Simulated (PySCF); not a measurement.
# One molecule, several mistakes: BFH5Si anion

Calculated results; nothing here was measured. They come from PySCF 2.14.0, an open-source quantum chemistry program, on an isolated molecule that a program drew, which may never have been made. The molecule is BFH5Si anion (charge -1, singlet), drawn as the SMILES string `[BH3-][SiH2]F`.

Each row is a Hartree-Fock (HF) and frozen-core CCSD(T) single point in the aug-cc-pV(D+d)Z basis, meant for a local HF minimum. Run 1 is clean. Each other run has one planted mistake out of seven kinds, and not every kind appears here: one electron removed, one electron added, multiplicity raised by two, geometry at a saddle point, minimal basis STO-3G, one bond length entered in bohr, all coordinates scaled. The reference is restricted for singlets and unrestricted otherwise, and also for a bond in bohr. Adding or removing an electron swaps singlet and doublet. Electrons count all cores. HOMO and LUMO are orbital energies over both spins, the gradient is its largest component, and the lowest frequency (negative if imaginary) is given only where the gradient is small. Bond lengths are over the 7 bonds as drawn. T1 is the CCSD diagnostic: over 0.02 (restricted) or 0.045 (unrestricted) a single reference is doubtful.

Geometry of the clean run:
```xyz
8
BFH5Si anion, angstrom
B    -0.3651   -1.0006   -1.4600
Si    0.7245    0.1615   -0.2195
F     1.4009   -0.5907    1.0969
H    -1.3244   -1.4820   -0.8466
H    -0.7620   -0.2344   -2.3543
H     0.3523   -1.8869   -1.9379
H     1.9293    0.8455   -0.8194
H     0.0019    1.3126    0.4380
```

```
run  electrons  basis functions  <S^2>  HOMO (eV)  LUMO (eV)  gradient (hartree/bohr)  lowest frequency (cm^-1)  mean bond (Å)  longest bond (Å)      T1  HF (hartree)  CCSD(T) (hartree)                          mistake
  1         34              123  0.000      -4.71       3.96                  1.4e-05                       167         1.4877             2.019  0.0132    -416.04807         -416.54795                         no fault
  2         34              123  2.009       1.00       1.23                  6.9e-02                         -         1.4877             2.019  0.0641    -415.88733         -416.36916       multiplicity raised by two
  3         34              123  0.000      -4.76       3.96                  8.6e-03                         -         1.5071             2.045  0.0134    -416.04713         -416.54795           all coordinates scaled
  4         34              123  0.000      -2.36       3.72                  4.3e-02                         -         1.7444             3.815  0.0220    -415.95779         -416.44917  one bond length entered in bohr
  5         33              123  0.759     -12.46      -2.08                  6.7e-02                         -         1.4877             2.019  0.0168    -415.92547         -416.39678             one electron removed
  6         34               24  0.000      -1.29      19.32                  3.0e-02                         -         1.4877             2.019  0.0078    -410.82796         -410.96027                                ?
```

**Which mistake was planted in run 6, and what did it cost?**

It has 24 basis functions where the clean run has 123, with the same electrons and geometry. So the mistake is: minimal basis STO-3G. Subtracting run 1 and multiplying by 627.51 kcal/mol a hartree, the energy moved by 3275.7 kcal/mol in HF and 3506.3 kcal/mol in CCSD(T).

Cautions from the logs. Run 2: T1 is over the limit, so its CCSD(T) energy is less reliable and the HOMO is above zero, so the electron isn't bound and the energy depends on the basis.
